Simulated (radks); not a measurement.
Task: The mean radii <r> (bohr) of the occupied orbitals of an atom or ion are listed with their occupations. All-electron calculation, Dirac Kohn-Sham, PBE, spin-unpolarised, spherical densities, finite nucleus; Fermi nuclear charge, rms radius of each element as measured or else 0.836 A^(1/3) + 0.57 fm. Program: a radial shooting solver on a logarithmic mesh with Libxc functionals.

| orbital | occ. | <r> |
|---|---|---|
| 1s1/2 | 2 | 0.02067 |
| 2s1/2 | 2 | 0.08387 |
| 2p1/2 | 1 | 0.06925 |

Name the element and its charge. Open shells, if any, fill j = l - 1/2 first.

Result: Z = 67, holmium, charge +62: Ho62+ in [He] 2s2 2p1. The 1s radius gives Z: for a bare nucleus <r> = (2 gamma + 1)/(2Z) with gamma = sqrt(1 - (Z/c)^2), 0.02048 bohr for Z = 67, and screening makes it slightly larger (0.02067 here). The occupations add up to 5, and the charge is Z minus that.
